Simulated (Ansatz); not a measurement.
`C[Si](O)(F)[SiH3]` and `C[SiH](O)F` differ in one atom or group.

Ansatz, PBE0-D4/def2-TZVP geometries, multiplicity 1. Each molecule was computed in one conformer, which needn't be the lowest.

| property | `C[Si](O)(F)[SiH3]` |
| --- | --- |
| HOMO energy (PBE/def2-TZVPP) / eV | -6.80 |
| HOMO–LUMO gap (PBE0/def2-TZVPP) / eV | 8.22 |
| size of the dipole moment (ωB97M-V/def2-TZVPP) / D | 2.11 |
| HOMO energy (B3LYP/def2-TZVPP) / eV | -7.84 |
| size of the dipole moment (PBE/def2-TZVPP) / D | 2.08 |
| LUMO energy (B3LYP/def2-TZVPP) / eV | -0.04 |

(1) What does the change do to each property? (Best estimate.)

Results:

(1) Ansatz gave: 
| property | `C[SiH](O)F` | shift |
| --- | --- | --- |
| HOMO energy (PBE/def2-TZVPP) / eV | -7.43 | -0.63 |
| HOMO–LUMO gap (PBE0/def2-TZVPP) / eV | 9.60 | 1.38 |
| size of the dipole moment (ωB97M-V/def2-TZVPP) / D | 2.15 | 0.04 |
| HOMO energy (B3LYP/def2-TZVPP) / eV | -8.69 | -0.85 |
| size of the dipole moment (PBE/def2-TZVPP) / D | 2.10 | 0.02 |
| LUMO energy (B3LYP/def2-TZVPP) / eV | 0.32 | 0.36 |

With PBE0 the HOMO falls by 0.87 eV and the LUMO rises by 0.51 eV, so the gap widens by about 1.38 eV. PBE moves the HOMO by -0.63 eV and ωB97M-V by -1.08 eV. The zero-point energy changes by -42.8 kJ/mol with -9 modes. Dipoles are sizes alone; their direction can turn.

B3LYP here is the variant with VWN-RPA as its local correlation; programs differ in this.
